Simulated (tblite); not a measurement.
Compound: C₇H₁₀OSSi.
SMILES with atom numbers: `[CH3:1][C:2](=[S:3])[C:4]1=[CH:5][SiH2:6][O:7][CH:8]=[CH:9][CH2:10]1` (hydrogens: H11, H12, H13 on C1; H14 on C5; H15, H16 on Si6; H17 on C8; H18 on C9; H19, H20 on C10)

Computed with GFN2-xTB (tblite), gas phase: L-BFGS steps from a force-field or distance-geometry start until the largest atomic force falls under 0.01 eV/Å.

Step 34: E = -792.3481 eV
```
atom  x, y, z in Å  |  force x, y, z in eV/Å
C1      2.9300   -0.5694    0.2124   -0.019  -0.004   0.001
C2      1.8980    0.5136    0.1761    0.017   0.000   0.005
S3      2.3650    2.0370    0.5705   -0.007   0.004   0.021
C4      0.5306    0.2050   -0.2044    0.005  -0.006   0.018
C5      0.1214   -1.0456   -0.4973    0.002  -0.003   0.015
Si6    -1.6763   -1.4421   -0.9054    0.014  -0.008  -0.025
O7     -2.6717   -0.6094    0.0782   -0.020  -0.037   0.004
C8     -2.4648    0.4312    0.9140   -0.013   0.022  -0.047
C9     -1.4808    1.3138    0.8265    0.017  -0.001   0.002
C10    -0.4633    1.3402   -0.2809    0.005   0.004  -0.010
H11     3.0208   -1.0470   -0.7637   -0.021  -0.012   0.023
H12     2.6601   -1.3303    0.9452   -0.009  -0.012  -0.026
H13     3.8963   -0.1510    0.4875   -0.043   0.005  -0.007
H14     0.8296   -1.8600   -0.4557    0.023   0.014   0.021
H15    -1.9623   -1.0789   -2.2979   -0.017  -0.016   0.031
H16    -1.9664   -2.8352   -0.5769    0.002   0.038  -0.013
H17    -3.2256    0.4898    1.6836    0.051  -0.030   0.030
H18    -1.4239    2.0919    1.5693    0.015   0.002   0.026
H19     0.0706    2.2884   -0.2491   -0.019   0.030  -0.024
H20    -0.9924    1.2686   -1.2351    0.015   0.011  -0.046
```

Step 35: E = -792.3488 eV
```
atom  x, y, z in Å  |  force x, y, z in eV/Å
C1      2.9290   -0.5675    0.2138   -0.014  -0.012  -0.006
C2      1.8967    0.5135    0.1760   -0.005   0.015   0.020
S3      2.3593    2.0362    0.5765    0.006   0.024   0.024
C4      0.5303    0.2047   -0.2062    0.000  -0.022   0.008
C5      0.1217   -1.0464   -0.4977   -0.014  -0.012   0.009
Si6    -1.6772   -1.4404   -0.9071    0.024  -0.020  -0.031
O7     -2.6715   -0.6060    0.0764   -0.024  -0.049  -0.010
C8     -2.4619    0.4322    0.9138   -0.011   0.015  -0.033
C9     -1.4767    1.3129    0.8268    0.015   0.007   0.005
C10    -0.4642    1.3392   -0.2836    0.022   0.002  -0.034
H11     3.0202   -1.0467   -0.7603   -0.014  -0.020  -0.013
H12     2.6591   -1.3287    0.9453   -0.011  -0.020   0.001
H13     3.8941   -0.1475    0.4883   -0.025   0.005   0.003
H14     0.8291   -1.8618   -0.4533    0.014   0.027   0.019
H15    -1.9634   -1.0783   -2.3007   -0.013  -0.018   0.048
H16    -1.9678   -2.8341   -0.5780    0.003   0.050  -0.015
H17    -3.2188    0.4896    1.6865    0.030  -0.033   0.041
H18    -1.4154    2.0881    1.5718    0.014   0.013   0.034
H19     0.0694    2.2876   -0.2556   -0.021   0.033  -0.028
H20    -0.9971    1.2641   -1.2357    0.024   0.015  -0.041
```

Step 36: E = -792.3497 eV
```
atom  x, y, z in Å  |  force x, y, z in eV/Å
C1      2.9270   -0.5654    0.2153   -0.008  -0.021  -0.012
C2      1.8951    0.5140    0.1761   -0.032   0.028   0.037
S3      2.3525    2.0359    0.5844    0.018   0.038   0.024
C4      0.5300    0.2044   -0.2083   -0.008  -0.026  -0.006
C5      0.1219   -1.0473   -0.4976   -0.025  -0.015   0.002
Si6    -1.6775   -1.4387   -0.9097    0.028  -0.023  -0.020
O7     -2.6710   -0.6032    0.0742   -0.022  -0.045  -0.021
C8     -2.4582    0.4332    0.9129   -0.005  -0.001  -0.009
C9     -1.4715    1.3120    0.8270    0.006   0.013   0.002
C10    -0.4649    1.3384   -0.2876    0.031   0.003  -0.054
H11     3.0184   -1.0469   -0.7566   -0.006  -0.024  -0.055
H12     2.6566   -1.3272    0.9448   -0.011  -0.027   0.035
H13     3.8907   -0.1438    0.4891    0.001   0.004   0.015
H14     0.8285   -1.8637   -0.4487    0.004   0.038   0.015
H15    -1.9651   -1.0781   -2.3035   -0.009  -0.016   0.051
H16    -1.9686   -2.8320   -0.5796    0.001   0.047  -0.016
H17    -3.2094    0.4881    1.6907    0.009  -0.035   0.044
H18    -1.4052    2.0838    1.5751    0.013   0.015   0.032
H19     0.0678    2.2875   -0.2636   -0.020   0.031  -0.033
H20    -1.0022    1.2600   -1.2374    0.036   0.016  -0.030
```

Step 37: E = -792.3508 eV
```
atom  x, y, z in Å  |  force x, y, z in eV/Å
C1      2.9240   -0.5636    0.2164   -0.003  -0.027  -0.015
C2      1.8929    0.5153    0.1767   -0.051   0.029   0.049
S3      2.3454    2.0362    0.5939    0.025   0.036   0.021
C4      0.5296    0.2043   -0.2110   -0.015  -0.014  -0.018
C5      0.1219   -1.0484   -0.4970   -0.025  -0.008  -0.006
Si6    -1.6769   -1.4373   -0.9133    0.019  -0.015   0.006
O7     -2.6700   -0.6016    0.0719   -0.014  -0.021  -0.024
C8     -2.4536    0.4338    0.9114    0.004  -0.021   0.021
C9     -1.4656    1.3113    0.8267   -0.009   0.014  -0.007
C10    -0.4651    1.3382   -0.2931    0.025   0.009  -0.057
H11     3.0151   -1.0478   -0.7534    0.001  -0.019  -0.083
H12     2.6521   -1.3262    0.9441   -0.006  -0.025   0.061
H13     3.8864   -0.1407    0.4900    0.022  -0.004   0.024
H14     0.8276   -1.8653   -0.4412   -0.003   0.042   0.009
H15    -1.9677   -1.0785   -2.3059   -0.005  -0.009   0.038
H16    -1.9685   -2.8288   -0.5813   -0.004   0.024  -0.014
H17    -3.1977    0.4846    1.6963   -0.005  -0.036   0.037
H18    -1.3941    2.0794    1.5786    0.011   0.005   0.017
H19     0.0661    2.2883   -0.2725   -0.015   0.024  -0.038
H20    -1.0070    1.2575   -1.2404    0.047   0.013  -0.020
```

Q: Estimate the geometry and energy of step 38. (The exact step hangs on the optimiser's Hessian estimate; all steps are aligned on step 37, rigid shifts and turns removed.)

A: E = -792.3518 eV, largest force 0.078 eV/Å
```
atom  x, y, z in Å  |  force x, y, z in eV/Å
C1      2.9206   -0.5628    0.2168   -0.001  -0.026  -0.013
C2      1.8905    0.5173    0.1781   -0.045   0.013   0.049
S3      2.3401    2.0374    0.6024    0.023   0.016   0.015
C4      0.5290    0.2046   -0.2136   -0.016   0.011  -0.020
C5      0.1217   -1.0490   -0.4961   -0.015   0.009  -0.011
Si6    -1.6755   -1.4364   -0.9168    0.000  -0.001   0.032
O7     -2.6686   -0.6016    0.0701   -0.004   0.012  -0.015
C8     -2.4492    0.4334    0.9102    0.014  -0.037   0.044
C9     -1.4607    1.3108    0.8257   -0.023   0.010  -0.018
C10    -0.4647    1.3388   -0.2986    0.004   0.017  -0.039
H11     3.0111   -1.0491   -0.7524    0.004   0.000  -0.078
H12     2.6466   -1.3258    0.9438    0.005  -0.010   0.065
H13     3.8826   -0.1393    0.4909    0.026  -0.018   0.024
H14     0.8265   -1.8659   -0.4325   -0.005   0.038   0.003
H15    -1.9705   -1.0792   -2.3074   -0.002   0.000   0.017
H16    -1.9674   -2.8256   -0.5827   -0.009  -0.012  -0.011
H17    -3.1870    0.4798    1.7017   -0.008  -0.034   0.022
H18    -1.3853    2.0759    1.5813    0.009  -0.010  -0.006
H19     0.0647    2.2900   -0.2800   -0.007   0.016  -0.041
H20    -1.0098    1.2574   -1.2440    0.049   0.007  -0.020
```

The energy changes by -0.0010 eV. The first-order estimate −F·Δx gives -0.0014 eV and the mean of the old and new forces, exact on a quadratic surface, -0.0010 eV. The step makes an angle of 76° with the force vector and moves no atom by more than 0.013 Å.

What follows is the cost of the whole relaxation. The run took 0.68 s of wall time on Arm Neoverse V2, one thread, on a shared host.
